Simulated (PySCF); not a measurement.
Vertical excitations of a molecule CH4F2OSi from TDDFT-CAM-B3LYP/def2-SVPD (PySCF 2.14.0), as energy in eV (oscillator strength): 8.62 (0.030), 9.34 (0.095), 9.54 (0.127), 10.27 (0.001), 10.47 (0.016), 10.61 (0.010), 10.83 (0.047), 10.85 (0.006), 10.93 (0.000), 10.95 (0.001). Lowest triplet (TDA): 8.19 eV. Coordinates come from a ωB97X-D3(BJ)/def2-SVP optimisation. The values are those of a single conformer.

**Question.** Pick the molecule that these values belong to.
A) O[SiH2]C(F)F
B) C[Si](O)(F)F
C) OC[SiH](F)F
D) O[Si@@H](F)CF

**Answer.** B, C[Si](O)(F)F
